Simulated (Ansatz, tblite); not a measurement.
Removing and adding an electron: Al₁₂P₁₀F₆. Total charge 0; singlet. Geometry: PBE-D4/def2-SVP. Ansatz, gas phase; energy differences of separate SCF runs; the oxidised species was run as a doublet alone; the reduced species was run as a doublet alone.

Cartesian coordinates in Å:
```
P -0.0146 -3.0555 2.5852
P 4.0179 2.2303 -0.7002
P 3.5638 0.2447 3.2441
P 1.6864 -0.6829 0.3977
P -0.0826 1.1745 -1.8736
P -1.9937 -0.0799 1.1958
P 0.5520 3.0153 1.7005
P -0.2742 -3.1622 -1.6214
P -3.7448 -0.6733 -2.3520
P 0.3469 0.0383 4.5215
Al 2.2488 0.9909 -1.5032
Al 0.7393 -1.1174 -1.7214
Al 1.6191 -1.2672 2.9295
Al -1.0032 -2.3297 0.5630
Al -1.0848 -1.0448 3.1203
Al 3.4792 0.6965 1.0154
Al 2.4200 3.5428 0.4425
Al 1.5264 1.4972 3.1881
Al -0.0775 1.0573 0.5060
Al -1.9839 0.6761 -3.2238
Al -3.6559 -1.1485 -0.0570
Al -1.9339 -1.9920 -2.6509
F 2.3490 -0.5366 -2.5870
F -2.8207 -2.8006 0.2768
F 2.8141 5.1763 0.3680
F -2.3217 1.7638 -4.4540
F -5.1535 -1.3117 0.6900
F -1.2177 -0.9017 -4.0000
```

The xTB rows come from tblite. Single mean-field runs in def2-SVP are fitted with def2-universal-jkfit.

```csv
level,−HOMO (eV),vertical IE (eV),−LUMO (eV),vertical EA (eV),HOMO–LUMO gap (eV),IE − EA (eV)
GFN1-xTB,9.22,10.92,8.13,6.49,1.08,4.43
GFN2-xTB,9.07,10.64,7.42,6.06,1.65,4.58
r2SCANh-D4/def2-SVP,6.26,7.67,3.55,2.39,2.70,5.28
```

Task: Estimate the rows for PBE-D4/def2-SVP, PBE0-D4/def2-SVP.

Result: 
```tsv
level	−HOMO (eV)	vertical IE (eV)	−LUMO (eV)	vertical EA (eV)	HOMO–LUMO gap (eV)	IE − EA (eV)
PBE-D4/def2-SVP	5.70	7.39	3.84	2.43	1.86	4.96
PBE0-D4/def2-SVP	6.58	7.70	3.29	2.32	3.29	5.38
```

 Raw xTB energy differences between charge states are shifted by several eV; the methods need an empirical correction for them. Sets without diffuse functions give affinities that are too small.
